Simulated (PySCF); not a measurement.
F₄H₂NTa, SMILES [F][Ta]([F])([NH2])([F])[F], multiplicity 1. Heavy atoms are numbered as in [Ta:1]([F:2])([F:3])([F:4])([F:5])[NH2:6]. Hydrogens are named by the atom that carries them.

Coordinates come from a B3LYP-D3(BJ)/def2-SVP optimisation. The spin state was assumed, not searched. The structure was generated by enumeration; whether it is a known compound was not checked. The def2 effective core potentials stand for the cores of Ta; spin–orbit coupling is left out. The values are those of a single conformer.

These are B3LYP/def2-TZVP (PySCF) values and carry that method's errors.

ESP charges are fitted to the potential on shells at 1.4 to 2.0 van der Waals radii. Atomic charges (e), one atom of each kind:

```tsv
atom	ESP fit	Mulliken	Löwdin
Ta1	…	1.72	0.90
F2	…	-0.40	-0.23
N6 (NH2)	…	-0.69	-0.35
H on N6	…	0.26	0.16
```

Question: Some entries are withheld; supply them. (Estimate from the structure and the level; the computed values follow.)

Answer: 
- Ta1, ESP fit: 1.77
- F2, ESP fit: -0.39
- N6 (NH2), ESP fit: -1.15
- H on N6, ESP fit: 0.44
